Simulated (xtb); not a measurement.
AlHO, SMILES [OH][Al] (connectivity only; charge and spin as stated), neutral, multiplicity 1. All values are semi-empirical tight-binding results from xtb (GFN2-xTB unless named), good for trends rather than for accurate numbers. The structure is a stationary point at GFN2-xTB.

Optimised geometry:

```xyz
3

Al     0.0000     0.0000    -0.7161
O      0.0000     0.0000     0.9287
H      0.0000     0.0000     1.8802
```

For metal compounds this method's bond lengths and energies can be far off.

Computed properties:
| Quantity | Value |
|---|---|
| point group as xtb finds it | C∞v |
| orbital gap | 3.08 eV |
| zero-point energy | 8.2 kcal/mol |
| G − E(el) at 298.15 K (modified RRHO) | -5.1 kcal/mol |

Computed atomic charges and the Wiberg bond orders between heavy atoms:
charges (e) Al1 0.18, O2 -0.47, H3 0.28. Bond orders Al1–O2 1.43.
